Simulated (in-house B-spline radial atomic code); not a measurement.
# RPA and G0W0 on LDA exchange-only: Mn VIII (Mn7+)

Configuration [Ne] 3s2 3p6, mean-field start LDA exchange-only. Computed with an all-electron radial atomic-structure program (B-spline basis): all electrons, scalar-relativistic (spin-free one-electron X2C), finite nucleus, each spin shell either full or empty, empty states to l = 9 with an (l + 1/2)⁻⁴ tail; G0W0 by contour deformation at full frequency.

Command:
```bash
python run_gw.py task.json out
```
Settings (radii: box in bohr, nucleus in fm):
```
Z                        25
electrons                18
configuration            [Ne] 3s2 3p6
hamiltonian              x2c
method                   lda,
lmax                     9
rms_radius               3.7057
spin_polarised           False
box_radius               8.41
intervals                67
```

Run time, properties included: 1.9 s on 1 thread of Arm Neoverse N1, on a shared host.

Energies (hartree):

```
                                     term        value
                         mean-field total  -1139.79093
Hartree-Fock functional on these orbitals  -1143.13410
                      direct second order       -1.458
                    second-order exchange      0.48469
                         SOSEX correction      0.44245
```

Problem. What is the RPA correlation energy, and what remains with SOSEX?

Solution. RPA gives -1.2741 hartree (-1.93 eV per electron); RPA + SOSEX gives -0.83162, and the second-order doubles -0.97328 hartree (no singles). RPA lacks exchange-type terms and so overcorrelates at short range.

Quasi-particle levels (eV):

```
level  occupied  mean field  Σx - vxc     Σc  QP weight     G0W0
   3p       yes     -180.77    -15.12      ?          ?        ?
   2p       yes     -773.88    -52.51  12.44      0.901  -813.95
   3d        no     -130.38     13.83  -3.39      0.970  -119.94
```

G0W0 = mean field + (Σx - vxc) + Σc, with Σc (partial-wave tail included) taken at the quasi-particle energy. Only the outer levels were computed. Levels of low weight are left out.

Problem. Where does G0W0 put 3p?

Solution. At -196.06 eV, with Σc = -0.17 eV and a quasi-particle weight of 0.956. The tabulated removal energy is 195.5 ± 0.3 eV (NIST, semi-empirical); the calculation leaves out spin-orbit coupling, Breit and QED terms, and what these don't explain is the method's own error.
